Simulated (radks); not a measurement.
Values are calculated unless marked as measured or tabulated.
Task: The mean radii <r> (bohr) of the occupied orbitals of an atom or ion are listed with their occupations. Level of theory: Dirac Kohn-Sham, PBEsol, spin-unpolarised, spherical densities, finite nucleus; Fermi nuclear charge, rms radius of each element as measured or else 0.836 A^(1/3) + 0.57 fm (a radial shooting solver on a logarithmic mesh with Libxc functionals).

orbital     occ.     <r>
1s1/2          2  0.1307
2s1/2          2  0.6723
2p1/2    1.66667  0.6405
2p3/2    3.33333  0.6423

Name the element and its charge. Open shells, if any, are shared by 2j + 1.

Result: Z = 12, magnesium, charge +3: Mg3+ in [He] 2s2 2p5. The 1s radius gives Z: for a bare nucleus <r> = (2 gamma + 1)/(2Z) with gamma = sqrt(1 - (Z/c)^2), 0.1247 bohr for Z = 12, and screening makes it slightly larger (0.1307 here). The occupations add up to 9, and the charge is Z minus that.
